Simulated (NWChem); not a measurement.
Species: RbCl; SMILES [Rb][Cl]

Results from NWChem. def2 effective core potentials on Rb; no spin-orbit coupling. Each level has its own optimisation; frequencies are unscaled.

```json
[
 {"level": "CAM-B3LYP/def2-SVP (core potentials)", "r Cl–Rb (Å)": "2.815", "highest harmonic frequency (cm⁻¹)": "249", "zero-point energy (kcal/mol)": "0.4"},
 {"level": "Hartree-Fock/STO-3G (all-electron, non-relativistic)", "r Cl–Rb (Å)": "2.807", "highest harmonic frequency (cm⁻¹)": "308", "zero-point energy (kcal/mol)": "0.4"},
 {"level": "BP86/def2-TZVP (core potentials)", "r Cl–Rb (Å)": "2.856", "highest harmonic frequency (cm⁻¹)": "223", "zero-point energy (kcal/mol)": "0.3"},
 {"level": "Hartree-Fock/3-21G (all-electron, non-relativistic)", "r Cl–Rb (Å)": "2.984", "highest harmonic frequency (cm⁻¹)": "204", "zero-point energy (kcal/mol)": "0.3"},
 {"level": "PBE0/def2-SVP (core potentials)", "r Cl–Rb (Å)": "2.815", "highest harmonic frequency (cm⁻¹)": "244", "zero-point energy (kcal/mol)": "0.3"}
]
```
